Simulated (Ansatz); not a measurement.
Mulliken charges of B2FH4N, SMILES `NBBF` from r2SCAN/def2-TZVPP in Ansatz (PBE0-D4/def2-TZVP geometry).

```tsv
atom	x (Å)	y (Å)	z (Å)	charge (e)
N1	-0.552	1.186	0.037	-0.277
B2	0.204	0.189	-0.562	-0.023
B3	0.417	-1.267	0.315	0.260
F4	1.146	-2.266	-0.165	-0.238
H5	-0.740	2.081	-0.385	0.180
H6	-0.970	1.080	0.949	0.179
H7	0.656	0.417	-1.650	-0.017
H8	-0.069	-1.477	1.405	-0.065
```

Question: By hand: the dipole of these point charges (1 e Å = 4.8032 D).

Answer: Σ q r = (-0.330, 0.534, 0.161) e Å, of length 0.648 e Å = 3.11 D.

Question: How does the dipole of the full density compare? (Best estimate.)

Answer: Ansatz gave: (-0.315, 0.487, 0.179) e Å, 2.92 D; the point charges give 1.07 times that, at 3° from its direction.

Point charges leave out the atoms' own dipoles, such as those of lone pairs, and Mulliken's split depends on the basis, so the close match here is no proof of good charges.
